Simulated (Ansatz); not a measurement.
A structure relaxed at PBE-D4/def2-SVP in Ansatz, charge 0, singlet:

```xyz
16

P     0.711   -0.151   -0.416
P     1.061    0.807    1.638
P    -1.550   -0.289   -0.364
P     1.053    1.240   -2.179
Ga   -1.519   -2.261    1.724
Ga   -1.067    1.738    1.039
Ga    2.018   -2.985    2.281
Ga    1.308   -2.764   -1.040
Ga    0.023    2.969   -0.802
Ga   -1.198    0.667   -2.453
F     0.146   -3.143    0.900
F    -2.346    2.241    2.173
F     0.626   -0.768    2.330
F     2.724   -2.746    0.442
F     0.292    4.610   -1.434
F    -2.284    0.837   -3.838
```

Question: Give its formula.

Answer: Ga₆P₄F₆.

Question: Summarise the bond lengths by kind (pairs closer than 1.2 times the sum of covalent radii, bridged metal pairs left out).

Answer: 6 × F–Ga 1.77 to 2.06 Å; 5 × Ga–P 2.32 to 2.51 Å; 3 × P–P 2.27 to 2.29 Å; 1 × F–P 1.77 Å; 1 × Ga–Ga 2.47 Å.
